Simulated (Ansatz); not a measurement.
Correlation energies of C3H6FNSi (`N=CC1(F)C[SiH2]1`) by basis set

```xyz
12

N    -2.226    0.906    0.908
C    -0.985    0.787    0.703
C    -0.325   -0.182   -0.184
F    -1.216   -0.928   -0.913
C     0.898    0.294   -0.976
Si    1.321   -0.958    0.316
H    -2.742    0.221    0.352
H    -0.301    1.459    1.232
H     1.151    1.346   -0.892
H     0.902   -0.066   -2.001
H     1.946   -0.540    1.586
H     1.577   -2.339   -0.132
```

The species carries charge 0 and has multiplicity 1. The geometry is a stationary point of PBE0-D4/def2-TZVP. It is one conformer, not always the lowest. Frozen core, restricted reference, the Gaussian-basis code of Ansatz. CBS rows extrapolate triple and quadruple zeta; past MP2 they add the triple-zeta difference.

```csv
basis,HF (Eh),MP2 corr.,CCSD corr.,(T),CCSD(T) total
def2-TZVPP,-559.95811,-1.05833,-1.09704,-0.04724,-561.10239
def2-QZVPP,-559.97904,-1.13664,–,–,–
CBS(def2),-559.98192,-1.19465,-1.23337,as TZ,-561.26253
```
